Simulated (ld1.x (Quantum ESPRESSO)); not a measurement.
Pd: variants of one TM potential

Base potential:

palladium, norm-conserving Troullier–Martins (Kleinman–Bylander form), made with ld1.x (Quantum ESPRESSO) 7.5 (PBEsol, fully relativistic). Core [Kr], reference 4d10 5s0. Waves: 5s (bound, empty): rc 2.35 bohr; 5p channel at 0.05 Ry: rc 2.20 bohr; 4d (bound): rc 1.75 bohr. Local part: all-electron potential smoothed inside 1.60 bohr (lloc = -2). Core correction: Bessel-smoothed model core, default radius (core density twice the valence density).

Open shells are filled in proportion to 2j + 1 (rel_dist='average').

All-electron outer shells of the reference configuration (PBEsol, scalar-relativistic, ld1.x):

```
shell  level (eV)  outermost node (bohr)  outermost maximum (bohr)
   4p      -51.14                   0.46                      0.91
   4d       -4.05                   0.45                      1.10
   5s       -3.30                   1.15                      2.67
```

Cutoffs, loose and tight: the cutoffs (Ry, on a coarse ladder) from which the occupation-weighted sum of valence levels, in a spherical-Bessel basis at the reference potential, stays within 10 and 1 mRy of its value at 400 Ry. They do not see the model core or the augmentation charge, which bear on the density cutoff. Test errors are all-electron minus pseudo excitation energies from the reference, over the configurations 4d9 5s0; 4d8 5s0; 4d7 5s0; 4d9 5s1; 4d9.5 5s0; 4d6 5s0; 4d8 5s1. A dash means not determined; rows that change the core or the reference have their own tests. The largest error is taken over the tests solved by every variant that gives reliable tests at all: 4d6 5s0; 4d7 5s0; 4d8 5s0; 4d9 5s0; 4d9.5 5s0.

A true bound ghost makes a file unfit for plane-wave use even where its test errors are small: the radial tests pick states by their node count and pass the ghost by. Where a test does run into it, the solver fails or the error is huge.

| change | outcome | cutoff, loose | cutoff, tight | bound ghosts | largest test error (meV) |
| --- | --- | --- | --- | --- | --- |
| base | generated | 55 Ry | 80 Ry | s | -1474 |
| wave 5p channel at 0.05 Ry: rc 2.20 bohr becomes 5p channel at 0.05 Ry: rc 1.48 bohr | generated | 55 Ry | 90 Ry | p1/2, p3/2, s | -1474 |
| wave 5p channel at 0.05 Ry: rc 2.20 bohr becomes 5p channel at 0.05 Ry: rc 1.64 bohr | generated | 55 Ry | 90 Ry | p1/2, p3/2, s | -1475 |
| wave 5p channel at 0.05 Ry: rc 2.20 bohr becomes 5p channel at 0.05 Ry: rc 1.82 bohr | generated | 55 Ry | 90 Ry | p1/2, p3/2, s | -1474 |
| wave 5p channel at 0.05 Ry: rc 2.20 bohr becomes 5p channel at 0.05 Ry: rc 2.00 bohr | generated | 55 Ry | 90 Ry | s | -1475 |
| wave 5p channel at 0.05 Ry: rc 2.20 bohr becomes 5p channel at 0.05 Ry: rc 2.30 bohr | generated | 55 Ry | 90 Ry | s | -1475 |
| wave 5p channel at 0.05 Ry: rc 2.20 bohr becomes 5p channel at 0.05 Ry: rc 2.44 bohr | generated | 55 Ry | 80 Ry | s | -1474 |
| wave 5p channel at 0.05 Ry: rc 2.20 bohr becomes 5p channel at 0.05 Ry: rc 2.66 bohr | generated | 55 Ry | 80 Ry | s | -1475 |
| wave 5p channel at 0.05 Ry: rc 2.20 bohr becomes 5p channel at 0.05 Ry: rc 2.92 bohr | generated | 55 Ry | 90 Ry | s | -1475 |
| wave 5p channel at 0.05 Ry: rc 2.20 bohr becomes 5p channel at 0.05 Ry: rc 3.12 bohr | generated | 55 Ry | 80 Ry | s | -1475 |
| wave 5p channel at 0.05 Ry: rc 2.20 bohr becomes 5p channel at 0.05 Ry: rc 3.26 bohr | generated | 55 Ry | 80 Ry | s | -1475 |

Reading the sweep of the p radius (base included, trends over the rows without a ghost): Bound ghosts are found at 1.48, 1.64, 1.82, 2, 2.2, 2.3, 2.44, 2.66, 2.92, 3.12, 3.26 bohr. Every judged row has one, so this setting neither creates nor removes them.
